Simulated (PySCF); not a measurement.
# `C[Se]C#CC=O`, C₄H₄OSe

Cartesian coordinates in Å; atom numbers follow the order of the lines, from 1:
```xyz
10

C    -2.3298   -0.1312   -0.1238
Se   -1.0970   -1.6543   -0.0350
C     0.4356   -0.7190   -0.1423
C     1.5003   -0.1354   -0.2116
C     2.7202    0.5772   -0.2945
O     2.8395    1.7740   -0.3879
H    -3.3394   -0.5290   -0.0611
H    -2.1862    0.3880   -1.0678
H    -2.1332    0.5342    0.7127
H     3.5990   -0.0999   -0.2642
```

Method used: quadratic response B3LYP/def2-SVPD first hyperpolarisability, Taylor convention, gas phase in PySCF. Geometry: GFN2-xTB.

The calculation is non-relativistic, which matters for the atoms heavier than Zn.

Give the tensor of the static β(0;0,0) in the axes of these coordinates.

In au, Taylor convention; rows are the first index (the induced dipole):
```
       xx      yy     zz      xy     xz     yz
x  -631.3  -162.3  +62.4  -335.6  +43.3  +27.2
y  -335.6   +50.3  +85.2  -162.3  +27.2  +13.3
z   +43.3   +13.3  -24.4   +27.2  +62.4  +85.2
```
Norm of βᵢ = ⅓ Σⱼ (βᵢⱼⱼ + βⱼᵢⱼ + βⱼⱼᵢ): 758.7 au, hyper-Rayleigh value 355.0 au.
